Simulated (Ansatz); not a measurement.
C$_{2}$H$_{10}$GeN$_{2}$ (`[CH3][Ge]([CH3])([NH2])[NH2]`) from Hartree–Fock to CCSD(T)

Z-matrix (Å, degrees):
```
C
Ge 1 1.954
H 1 1.091 2 110.0
H 1 1.092 2 110.5 3 120.0
H 1 1.092 2 110.9 3 -120.0
C 2 1.954 1 111.1 3 -178.6
N 2 1.840 1 105.8 3 54.8
N 2 1.840 1 115.9 3 -57.8
H 6 1.092 2 110.9 1 61.3
H 6 1.092 2 110.5 1 -58.6
H 6 1.091 2 110.0 1 -178.6
H 7 1.010 2 115.5 1 50.3
H 7 1.010 2 114.4 1 178.2
H 8 1.010 2 114.4 1 54.6
H 8 1.010 2 115.5 1 -73.3
```

Total charge 0; spin multiplicity 1. Correlated methods include outer-core shells of Ge, which these sets cover unevenly. Scalar relativity is left out up to krypton. Geometry: relaxed with PBE0-D4/def2-TZVP. It is one conformer, not always the lowest. Frozen core, restricted reference, Ansatz.

```csv
basis,HF (Eh),MP2 corr.,CCSD corr.,(T),CCSD(T) total
def2-SVP,-2265.46127,-0.87018,-0.91867,-0.02561,-2266.40555
def2-TZVPP,-2265.95573,-1.05504,–,–,–
def2-QZVPP,-2266.00689,-1.37148,–,–,–
```
